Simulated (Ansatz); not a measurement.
`[CH3][GeH2][SeH]` + HCl → `[Cl][GeH2][SeH]` + CH₄  (ligand exchange at a Ge–C bond)

Computed with Ansatz on PBE0-D4/def2-TZVP structures; ΔE is electronic, products minus reactants. CBS: MP2 limit from def2 TZ/QZ plus the TZ coupled-cluster correction, frozen cores. This one scheme is used for every species. DFT in def2-TZVPP. HSE06 is defined as in plane-wave codes. For Ge, Se outer-core shells are correlated without core-valence functions, which leaves a few kJ/mol of doubt a bond. Scalar relativity is left out up to krypton. Each species was taken in one conformer, which may not be the lowest.

```csv
level,ΔE (kcal/mol)
LDA (SPW92),-18.2
PBE-QIDH,-20.0
PBE,-20.2
r2SCAN0,-20.9
HSE06,-20.4
CCSD/def2-SVP,-19.9
CCSD(T)/def2-SVP,-19.7
SCS-MP2/def2-QZVPP,-19.9
```

**Question.** What does CCSD(T)/CBS give? (Estimate.)

**Answer.** Computed: -19.0 kcal/mol. The listed levels differ from it by 0.8, -1.0, -1.2, -1.9, -1.4, -0.9, -0.7, -0.9 kcal/mol.

Largest T1 diagnostic among the species: 0.010.

Leaving LDA and LC-ωPBE aside and taking each functional with its dispersion term where it has one, the values, not all of them listed here, spread over 2.0 kcal/mol, from B97M-V to PBE-QIDH. LDA lies +2.0 kcal/mol from PBE without D4. In def2-TZVPP, CCSD(T) changes the Hartree–Fock value by +4.7 kcal/mol (the triples alone add +0.2 kcal/mol) and MP2 by +4.1 kcal/mol.
